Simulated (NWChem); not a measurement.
# Ionisation of C3H5O2

SMILES: CCO[C]=O
```xyz
10

C     -1.8069    -0.1425     0.1109
C     -0.5133    -0.7530     0.6108
O      0.5168     0.2731     0.8100
C      1.2275     0.6345    -0.2306
O      1.1989     0.2600    -1.3607
H     -1.6735     0.3057    -0.8851
H     -2.1716     0.6317     0.8031
H     -2.5789    -0.9249     0.0307
H     -0.6301    -1.2112     1.6022
H     -0.1150    -1.5004    -0.0919
```
Charge 0, spin multiplicity 2.

All runs are NWChem calculations. The geometry was optimised at UB3LYP/def2-SVP, a minimum by its harmonic frequencies. It is one conformer; others weren't searched.

Basis set: def2-TZVP. −ε marks an orbital energy of the parent.

The correlated methods keep 5 core orbitals frozen. B3LYP has NWChem's definition, with VWN1-RPA local correlation. The structure started from a generated list of species. No SCF solution was tested for a lower state. Open-shell Hartree-Fock references start from PBE0 orbitals.

**Question.** Order these methods by the first vertical ionisation energy they give, lowest first: −ε(alpha HOMO) of B3LYP, −ε(alpha HOMO) of PBE, G0W0@PBE, G0W0@PBE0, −ε(alpha HOMO) of M06-2X.

**Answer.** −ε(alpha HOMO) of PBE (5.14 eV), −ε(alpha HOMO) of B3LYP (6.45 eV), −ε(alpha HOMO) of M06-2X (8.05 eV), G0W0@PBE (8.28 eV), G0W0@PBE0 (8.92 eV)
